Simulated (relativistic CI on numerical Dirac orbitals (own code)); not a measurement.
## Slater and spin-orbit integrals, Tl X

Method of calculation: Dirac-Coulomb-Breit CI, orbitals from a KLI potential per configuration, a model potential for QED, unscaled Slater integrals (own radial code, finite nucleus).

Slater integrals F^k, G^k are unscaled and averaged over j, outside the closed core [Kr] 4d10 4f14 5s2; ζ comes from projecting the Hamiltonian with its Breit term on Σ l·s of the shell.

- 5p⁶5d⁴: F^2(5d,5d) = 92238, F^4(5d,5d) = 62845, ζ(5d) = 9795.8 cm⁻¹; <r>(5d) = 1.15, <r^2>(5d) = 1.489 (bohr units).
- 5p⁶5d³6s: F^2(5d,5d) = 92701, F^4(5d,5d) = 63166, ζ(5d) = 10088, G^2(5d,6s) = 26090 cm⁻¹; <r>(5d) = 1.142, <r^2>(5d) = 1.472, <r>(6s) = 1.719, <r^2>(6s) = 3.276 (bohr units).
- 5p⁶5d³5f: F^2(5d,5d) = 92614, F^4(5d,5d) = 63104, ζ(5d) = 10065, F^2(5d,5f) = 67566, F^4(5d,5f) = 43410, G^1(5d,5f) = 77519, G^3(5d,5f) = 48345, G^5(5d,5f) = 34646, ζ(5f) = 524.47 cm⁻¹; <r>(5d) = 1.144, <r^2>(5d) = 1.475, <r>(5f) = 1.609, <r^2>(5f) = 2.942 (bohr units).

Q: Give the Racah parameters of the d shell in 5p⁶5d⁴.

A: B = F²/49 − 5F⁴/441 = 1170 cm⁻¹ and C = 35F⁴/441 = 4988 cm⁻¹.

In this model ζ of a weakly bound d, f or g electron outside closed shells comes out too small, for d by up to a factor of two or three and at times with the wrong sign; that of an outer p electron is too small as well.

Averages of the first 10 configurations, taken without configuration mixing, which lowers the lowest level and can move excited configurations by several eV; other configurations of the list can lie among them:

| Configuration | Parity | States | Average energy above the lowest level (eV) |
| --- | --- | --- | --- |
| 5p⁶5d⁴ | even | 210 | 9.2 |
| 5p⁶5d³6s | even | 240 | 42.7 |
| 5p⁶5d³5f | odd | 1680 | 73.8 |
| 5p⁵5d⁵ | odd | 1512 | 82.9 |
| 5p⁶5d³6p | odd | 720 | 60.8 |
| 5p⁶5d³5g | even | 2160 | 108.7 |
| 5p⁶5d²6s6p | odd | 540 | 95.8 |
| 5p⁶5d²5f6s | odd | 1260 | 109.2 |
| 5p⁶5d³6d | even | 1200 | 84.4 |
| 5p⁶5d³7p | odd | 720 | 101.9 |
